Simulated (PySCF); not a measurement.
These compounds are isomers of formula C5H10NPSi.

A. SMILES C(C=C)(=C)[Si@H](P)N=C
B. `InChI=1S/C5H10NPSi/c1-3-5(4-6)8(2)7/h3,5,8H,1,7H2,2H3/t5-,8+/m0/s1`
C. `[SiH2](/N=C/C(C=C)=C)P`

Spectrum 1. 13C{1H} NMR (computed): δ 138.1 (CH), 127.1 (CH2), 124.0 (C), 23.8 (CH), -6.1 (CH3).

Spectrum 2. 13C{1H} NMR (computed): δ 176.3 (CH), 152.3 (C), 138.4 (CH), 136.7 (CH2), 132.5 (CH2).

Spectrum 3. 13C{1H} NMR (computed): δ 173.7 (CH2), 152.4 (C), 149.4 (CH), 140.1 (CH2), 124.4 (CH2).

Relativity neglected, a single conformation, isolated molecule, averaged over atoms made equivalent by symmetry, fast rotation or ring inversion. Shieldings: GIAO PBE0/pcSseg-1; geometry from GFN2-xTB; PySCF.

Shifts are taken against calculated references (same method and geometry level): 13C vs TMS. Splittings of carbon signals by F and P are missing where no couplings were computed. Shifts are as computed. Against solution values, carbons near 30 ppm lie about +3 ppm off and those near 130 ppm about +5 ppm (rms about the fit 2.1 ppm; single classes can miss by 10 ppm). Of 1328 compounds with measured shifts, 309 miss one by over three times the rms of a fit or turn the order of signals round; such compounds aren't used in these exercises. Signals without a measured value on file couldn't be tested in this way; 1H shifts scatter by 0.2 ppm about their fit, and single ones miss by 0.5 ppm.

Q: Which spectrum belongs to which compound?

A: 1–B, 2–C, 3–A.

- Spectrum 1 (B): 5 13C signals; δC 138.1 is an alkene CH; δC 127.1 is a terminal =CH2 carbon.
- Spectrum 2 (C): 5 13C signals; δC 152.3 is a fully substituted alkene carbon; δC 138.4 is an alkene CH.
- Spectrum 3 (A): 5 13C signals; δC 152.4 is a fully substituted alkene carbon; δC 149.4 is an alkene CH.
